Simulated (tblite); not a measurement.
Species: C8H8N2.
Structure used (GFN2-xTB), in Å, numbered top down from 1:
```xyz
18
C8H8N2 angstrom
C      3.4410    0.6522    0.1291
C      2.1175    0.7352    0.0845
C      1.2481   -0.4439    0.0966
N      1.7764   -1.5968    0.1525
C     -0.2168   -0.1682    0.0399
C     -1.1650   -1.1928    0.0477
C     -2.5088   -0.8665   -0.0074
C     -2.8728    0.4685   -0.0684
C     -1.8591    1.4167   -0.0711
N     -0.5799    1.1117   -0.0190
H      3.9265   -0.3079    0.1769
H      4.0664    1.5287    0.1194
H      1.6029    1.6828    0.0363
H      1.1300   -2.3811    0.1583
H     -0.8652   -2.2297    0.0959
H     -3.2595   -1.6437   -0.0025
H     -3.9086    0.7659   -0.1125
H     -2.0820    2.4752   -0.1172
```

Method: GFN2-xTB as coded in tblite; computed harmonic values from a numerical Hessian at the method's own geometry, unscaled. Against measured fundamentals such values can be off by several per cent, at times by over 20. One conformer, not necessarily the lowest. The optimisation stopped once no atom felt more than 0.01 eV/Å.

Lowest wavenumbers of the output (negative numbers stand for imaginary wavenumbers):
```
mode    cm-1
  1     -45.3
  2      55.9
  3     135.0
  4     168.5
  5     307.6
  6     345.1
  7     365.7
  8     372.2
```

Task: Is this structure a minimum?

Result: Not by this Hessian. 1 mode is imaginary beyond 20i (45i cm⁻¹), so at this level the point lies at or near a first-order saddle. The curvature is small, so loose convergence or finite differences may be the whole cause.

Task: Which atoms move in the imaginary mode?

Result: 45i: N4 (imine nitrogen) 29 %. These are shares of the mass-weighted motion.

Task: What is the remedy?

Result: Step along that mode in both directions, optimise again with tighter thresholds and repeat the frequencies. The zero-point energy of this point (86.9 kcal/mol) counts the 47 real modes alone, and thermal corrections from it aren't those of a minimum.

On an Arm Neoverse V1 with one thread, no GPU (shared host), this took 0.69 s. This covers the Hessian and the dipole derivatives.
